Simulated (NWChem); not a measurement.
System: C₈H₅FO; SMILES c1coc2c(F)cccc21

Input file for NWChem:

```
start job
memory heap 200 mb stack 900 mb global 1100 mb
geometry units angstroms noautosym nocenter noautoz
  F      1.933833    -1.625077     0.000000
  C      0.691222    -1.158226     0.000000
  C     -0.397165    -2.014440     0.000000
  C     -1.706958    -1.501597     0.000000
  C     -1.955181    -0.135862     0.000000
  C     -0.855314     0.737075     0.000000
  C     -0.670019     2.166015     0.000000
  C      0.672470     2.366243     0.000000
  O      1.367662     1.201747     0.000000
  C      0.448792     0.213799     0.000000
  H     -0.210977    -3.090139     0.000000
  H     -2.543456    -2.203995     0.000000
  H     -2.976618     0.249163     0.000000
  H     -1.438278     2.935720     0.000000
  H      1.276927     3.270286     0.000000
end
basis spherical
  * library def2-svp
end
dft
  xc xpbe96 cpbe96
  iterations 150
end
cosmo
  do_cosmo_smd true
  solvent water
end
task dft energy
```

Output (shortened):

```
             Northwest Computational Chemistry Package (NWChem) 7.3.0
             --------------------------------------------------------

                             Geometry "geometry" -> ""
                             -------------------------

 Output coordinates in angstroms (scale by  1.889725989 to convert to a.u.)

  No.       Tag          Charge          X              Y              Z
 ---- ---------------- ---------- -------------- -------------- --------------
    1 F                    9.0000     1.93383300    -1.62507700     0.00000000
    2 C                    6.0000     0.69122200    -1.15822600     0.00000000
    3 C                    6.0000    -0.39716500    -2.01444000     0.00000000
    4 C                    6.0000    -1.70695800    -1.50159700     0.00000000
    5 C                    6.0000    -1.95518100    -0.13586200     0.00000000
    6 C                    6.0000    -0.85531400     0.73707500     0.00000000
    7 C                    6.0000    -0.67001900     2.16601500     0.00000000
    8 C                    6.0000     0.67247000     2.36624300     0.00000000
    9 O                    8.0000     1.36766200     1.20174700     0.00000000
   10 C                    6.0000     0.44879200     0.21379900     0.00000000
   11 H                    1.0000    -0.21097700    -3.09013900     0.00000000
   12 H                    1.0000    -2.54345600    -2.20399500     0.00000000
   13 H                    1.0000    -2.97661800     0.24916300     0.00000000
   14 H                    1.0000    -1.43827800     2.93572000     0.00000000
   15 H                    1.0000     1.27692700     3.27028600     0.00000000

 Effective nuclear repulsion energy (a.u.)     490.1821957466

  pbe96 is a nonlocal functional; adding pw91lda local functional.

                                 NWChem DFT Module
                                 -----------------

 Summary of "ao basis" -> "ao basis" (spherical)
 ------------------------------------------------------------------------------
       Tag                 Description            Shells   Functions and Types
 ---------------- ------------------------------  ------  ---------------------
 F                          def2-svp                 6       14   3s2p1d
 C                          def2-svp                 6       14   3s2p1d
 O                          def2-svp                 6       14   3s2p1d
 H                          def2-svp                 3        5   2s1p

 in cosmo_initialize ...
 calling solv_data for solv:h2o

 solvent parameters
 solvname_short: h2o
 solvname_long:  water
 dielec:       78.4000
 dielecinf:     1.7769
 aqueous SMD model solvent descriptors
 dielec:       78.4000
 sola:          0.8200

          ---------------
          -cosmo- solvent
          ---------------
 Cosmo: York-Karplus, doi: 10.1021/jp992097l
 dielectric constant -eps-     =  78.40
 screen = (eps-1)/(eps    )    =   0.98724
 surface charge correction     = lagrangian

   van der Waals surface
 --------------------------

 ---------- ATOMIC COORDINATES (A.U.) ------------ VDWR(ANG.) --
     1    3.65441448   -3.07095024    0.00000000     1.730
     2    1.30622018   -2.18872977    0.00000000     1.850
     3   -0.75053302   -3.80673962    0.00000000     1.850
     4   -3.22568289   -2.83760688    0.00000000     1.850
     5   -3.69475635   -0.25674195    0.00000000     1.850
     6   -1.61630909    1.39286978    0.00000000     1.850
     7   -1.26615232    4.09317484    0.00000000     1.850
     8    1.27078404    4.47155089    0.00000000     1.850
     9    2.58450642    2.27097254    0.00000000     1.520
    10    0.84809391    0.40402153    0.00000000     1.850
    11   -0.39868872   -5.83951598    0.00000000     1.200
    12   -4.80643490   -4.16494663    0.00000000     1.200
    13   -5.62499239    0.47084980    0.00000000     1.200
    14   -2.71795132    5.54770638    0.00000000     1.200
    15    2.41304214    6.17994444    0.00000000     1.200
 number of segments per atom =        128
 number of   points per atom =        128
 atom (   nspa,  nppa )
 ----------------------
    1 (     86,     0 )       0
    2 (     30,     0 )       0
    3 (     46,     0 )       0
    4 (     50,     0 )       0
    5 (     48,     0 )       0
    6 (     28,     0 )       0
    7 (     54,     0 )       0
    8 (     58,     0 )       0
    9 (     44,     0 )       0
   10 (     32,     0 )       0
   11 (     54,     0 )       0
   12 (     54,     0 )       0
   13 (     56,     0 )       0
   14 (     56,     0 )       0
   15 (     56,     0 )       0
 number of -cosmo- surface points =      752
 molecular surface =    156.328 angstrom**2
 molecular volume  =    136.350 angstrom**3
 -lineq- algorithm             =   0
 -bem- low  level              =   3
 -bem- from -octahedral-
 gaussian surface charge width =   4.50000
 degree of switching           =   1.00000
 switching function tolerance  =   0.00010
 atomic radii =
 --------------
    1  9.000  1.730
    2  6.000  1.850
    3  6.000  1.850
    4  6.000  1.850
    5  6.000  1.850
    6  6.000  1.850
    7  6.000  1.850
    8  6.000  1.850
    9  8.000  1.520
   10  6.000  1.850
   11  1.000  1.200
   12  1.000  1.200
   13  1.000  1.200
   14  1.000  1.200
   15  1.000  1.200
 ...... end of -cosmo- initialization ......

 nat:                    15
 ixmem:                 12074
 calling mnsol_interface()
 G(SMD-CDS) energy (kcal/mol)  =     4.862
 SMD-CDS SASA (angstrom**2)    =   181.651

            General Information
            -------------------
          SCF calculation type: DFT
          Wavefunction type:  closed shell.
          No. of atoms     :    15
          No. of electrons :    70
           Alpha electrons :    35
            Beta electrons :    35
          Charge           :     0
          Spin multiplicity:     1
          Use of symmetry is: off; symmetry adaption is: off
          Maximum number of iterations: 150
          AO basis - number of functions:   165
                     number of shells:    75
          Convergence on energy requested:  1.00D-06
          Convergence on density requested:  1.00D-05
          Convergence on gradient requested:  5.00D-04

              XC Information
              --------------
          PerdewBurkeErnzerhof Exchange Functional  1.000
            Perdew 1991 LDA Correlation Functional  1.000 local
           PerdewBurkeErnz. Correlation Functional  1.000 non-local

             Grid Information
             ----------------
          Grid used for XC integration:  medium
          Radial quadrature: Mura-Knowles
          Angular quadrature: Lebedev.
          Tag              B.-S. Rad. Rad. Pts. Rad. Cut. Ang. Pts.
          ---              ---------- --------- --------- ---------
          F                   0.50       49          13.0       434
          C                   0.70       49          13.0       434
          O                   0.60       49          13.0       434
          H                   0.35       45          14.0       434
          Grid pruning is: on
          Number of quadrature shells:   715
          Spatial weights used:  Erf1

      Superposition of Atomic Density Guess
      -------------------------------------

 Sum of atomic energies:        -477.47854453

      Non-variational initial energy
      ------------------------------

 Total energy =    -484.186781
 1-e energy   =   -1622.699812
 2-e energy   =     648.330835
 HOMO         =      -0.241070
 LUMO         =      -0.002361

   convergence    iter        energy       DeltaE   RMS-Dens  Diis-err
 ---------------- ----- ----------------- --------- --------- ---------
     COSMO gas phase
 d= 0,ls=0.0,diis     1   -481.8679668534 -9.72D+02  1.51D-02  1.20D+00
 d= 0,ls=0.0,diis     2   -481.7443931015  1.24D-01  9.29D-03  2.22D+00
 d= 0,ls=0.0,diis     3   -481.9555270644 -2.11D-01  4.72D-03  3.27D-01
 d= 0,ls=0.0,diis     4   -481.9846100430 -2.91D-02  2.11D-03  1.35D-01
 d= 0,ls=0.0,diis     5   -482.0025165011 -1.79D-02  4.28D-04  6.30D-03
  Resetting Diis
 d= 0,ls=0.0,diis     6   -482.0029544712 -4.38D-04  1.90D-04  1.23D-03
 d= 0,ls=0.0,diis     7   -482.0030965392 -1.42D-04  1.59D-04  9.52D-05
 d= 0,ls=0.0,diis     8   -482.0030411853  5.54D-05  1.10D-04  5.12D-04
 d= 0,ls=0.0,diis     9   -482.0031084451 -6.73D-05  1.45D-05  6.33D-06
 d= 0,ls=0.0,diis    10   -482.0031090596 -6.14D-07  5.45D-06  7.39D-07

   convergence    iter        energy       DeltaE   RMS-Dens  Diis-err
 ---------------- ----- ----------------- --------- --------- ---------
     COSMO solvation phase
 d= 0,ls=0.0,diis     1   -482.0017853718  1.32D-03  2.58D-03  3.02D-03
 d= 0,ls=0.0,diis     2   -482.0024756145 -6.90D-04  3.63D-04  2.07D-03
 d= 0,ls=0.0,diis     3   -482.0026903725 -2.15D-04  1.24D-04  5.62D-04
 d= 0,ls=0.0,diis     4   -482.0027380665 -4.77D-05  5.27D-05  1.19D-04
 d= 0,ls=0.0,diis     5   -482.0027509746 -1.29D-05  1.61D-05  5.90D-06
 d= 0,ls=0.0,diis     6   -482.0027514351 -4.60D-07  6.65D-06  1.79D-06

         Total DFT energy =     -482.002751435066
      One electron energy =    -1629.763601019608
           Coulomb energy =      720.747343223964
    Exchange-Corr. energy =      -63.729961644286
 Nuclear repulsion energy =      490.182195746627

             COSMO energy =        0.561272258237

 Numeric. integr. density =       70.000023835129

                                COSMO-SMD solvation results
                                ---------------------------

             internal energy in gas <Psi(g)|H|Psi(g)> =      -482.003109059596
         internal energy in solvent <Psi(s)|H|Psi(s)> =      -482.001916121031
                               delta internal energy  =         0.001192938565 (    0.75 kcal/mol)
   total free energy in solvent <Psi(s)|H+V/2|Psi(s)> =      -482.010500256081
 polarization energy contribution <Psi(s)|V/2|Psi(s)> =        -0.008584135050 (   -5.39 kcal/mol)
    total free energy in solvent including G(SMD-CDS) =      -482.002751435066
                       G(SMD-CDS) energy contribution =         0.007748821015 (    4.86 kcal/mol)
     1 M fixed-concentration free energy of solvation =         0.000357624530 (    0.22 kcal/mol)

                       DFT Final Molecular Orbital Analysis
                       ------------------------------------

 Vector   33  Occ=2.000000D+00  E=-2.673209D-01
              MO Center= -1.4D-01,  5.6D-01,  2.8D-09, r^2= 4.5D+00
   Bfn.  Coefficient  Atom+Function         Bfn.  Coefficient  Atom+Function
  ----- ------------  ---------------      ----- ------------  ---------------
    90      0.323867   7 C  pz               76      0.248259   6 C  pz
    34     -0.221967   3 C  pz               93      0.211797   7 C  pz
   118     -0.211790   9 O  pz                6     -0.196013   1 F  pz
    20     -0.184719   2 C  pz              104      0.176284   8 C  pz
    79      0.161420   6 C  pz              121     -0.151643   9 O  pz

 Vector   34  Occ=2.000000D+00  E=-2.251758D-01
              MO Center= -2.4D-01, -1.4D-01,  5.2D-10, r^2= 4.0D+00
   Bfn.  Coefficient  Atom+Function         Bfn.  Coefficient  Atom+Function
  ----- ------------  ---------------      ----- ------------  ---------------
   132      0.359770  10 C  pz               48     -0.306246   4 C  pz
   135      0.238920  10 C  pz              104     -0.231949   8 C  pz
    51     -0.211998   4 C  pz               76      0.198838   6 C  pz
    20      0.176627   2 C  pz              107     -0.172153   8 C  pz
   118     -0.151828   9 O  pz               34     -0.150120   3 C  pz

 Vector   35  Occ=2.000000D+00  E=-2.066802D-01
              MO Center= -3.2D-01,  2.2D-01, -4.0D-09, r^2= 5.1D+00
   Bfn.  Coefficient  Atom+Function         Bfn.  Coefficient  Atom+Function
  ----- ------------  ---------------      ----- ------------  ---------------
    62      0.294664   5 C  pz               90     -0.258893   7 C  pz
    34     -0.257316   3 C  pz              104     -0.246351   8 C  pz
    20     -0.243264   2 C  pz               65      0.215877   5 C  pz
    37     -0.204643   3 C  pz              118      0.199857   9 O  pz
    93     -0.189515   7 C  pz                6     -0.163892   1 F  pz

 Vector   36  Occ=0.000000D+00  E=-5.571771D-02
              MO Center= -2.0D-01,  2.9D-01,  1.5D-09, r^2= 5.2D+00
   Bfn.  Coefficient  Atom+Function         Bfn.  Coefficient  Atom+Function
  ----- ------------  ---------------      ----- ------------  ---------------
   107      0.370084   8 C  pz              104      0.352903   8 C  pz
    65      0.349413   5 C  pz               20      0.313861   2 C  pz
    23      0.312738   2 C  pz               37     -0.310154   3 C  pz
    62      0.290232   5 C  pz               34     -0.258935   3 C  pz
    79     -0.248858   6 C  pz               76     -0.217807   6 C  pz

 Vector   37  Occ=0.000000D+00  E=-3.221947D-02
              MO Center= -6.8D-01, -6.1D-01,  1.3D-10, r^2= 3.7D+00
   Bfn.  Coefficient  Atom+Function         Bfn.  Coefficient  Atom+Function
  ----- ------------  ---------------      ----- ------------  ---------------
    51      0.521084   4 C  pz              135      0.428668  10 C  pz
    48      0.392349   4 C  pz              132      0.384078  10 C  pz
    65     -0.304531   5 C  pz               37     -0.276913   3 C  pz
    62     -0.232008   5 C  pz               34     -0.208751   3 C  pz
   121     -0.206696   9 O  pz              118     -0.204676   9 O  pz

 Vector   38  Occ=0.000000D+00  E= 1.075295D-02
              MO Center= -1.8D-01,  1.1D+00,  3.2D-09, r^2= 4.6D+00
   Bfn.  Coefficient  Atom+Function         Bfn.  Coefficient  Atom+Function
  ----- ------------  ---------------      ----- ------------  ---------------
    93      0.616702   7 C  pz              107     -0.473293   8 C  pz
    79     -0.405573   6 C  pz               90      0.400621   7 C  pz
   104     -0.325118   8 C  pz               37     -0.307386   3 C  pz
    23      0.288785   2 C  pz               20      0.266857   2 C  pz
    76     -0.265002   6 C  pz               34     -0.202178   3 C  pz

     Multipole analysis of the density
     ---------------------------------

     L   x y z        total         alpha         beta         nuclear
     -   - - -        -----         -----         ----         -------
     0   0 0 0     -0.000000    -35.000000    -35.000000     70.000000

     1   1 0 0     -0.667419     -0.164081     -0.164081     -0.339257
     1   0 1 0      0.573106      0.109523      0.109523      0.354059
     1   0 0 1      0.000000      0.000000      0.000000      0.000000

     2   2 0 0    -39.995640   -239.495090   -239.495090    438.994541
     2   1 1 0      1.820477     -7.905108     -7.905108     17.630693
     2   1 0 1      0.000000      0.000000      0.000000      0.000000
     2   0 2 0    -33.487291   -338.885516   -338.885516    644.283741
     2   0 1 1     -0.000000     -0.000000     -0.000000      0.000000
     2   0 0 2    -43.688674    -21.844337    -21.844337      0.000000
```

Level: PBE/def2-SVP, SMD on the gas-phase geometry. Structure relaxed at the PBE0/def2-SVP level. Not confirmed as a minimum by frequencies. Solvent: water.
